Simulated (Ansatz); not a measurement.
Mulliken charges of C2H3ISi, SMILES `IC1=C[SiH2]1` from PBE/def2-TZVPP in Ansatz (PBE0-D4/def2-TZVP geometry).

```csv
atom,x (Å),y (Å),z (Å),charge (e)
I1,-1.709,-2.337,0.356,0.018
C2,-0.454,-0.717,0.121,-0.065
C3,0.816,-0.456,0.398,-0.173
Si4,-0.017,0.964,-0.378,0.214
H5,1.658,-0.974,0.840,0.114
H6,-0.443,2.139,0.417,-0.055
H7,0.210,1.312,-1.799,-0.055
```

Q: By hand: the dipole of these point charges (1 e Å = 4.8032 D).

A: Σ q r = (0.056, -0.011, 0.021) e Å, of length 0.061 e Å = 0.29 D.

Q: How does the dipole of the full density compare? (Estimate.)

A: Ansatz gave: (0.176, 0.152, -0.005) e Å, 1.12 D; the point charges give 0.26 times that, at 55° from its direction.

Point charges leave out the atoms' own dipoles, such as those of lone pairs, and Mulliken's split depends on the basis, so the two needn't agree.
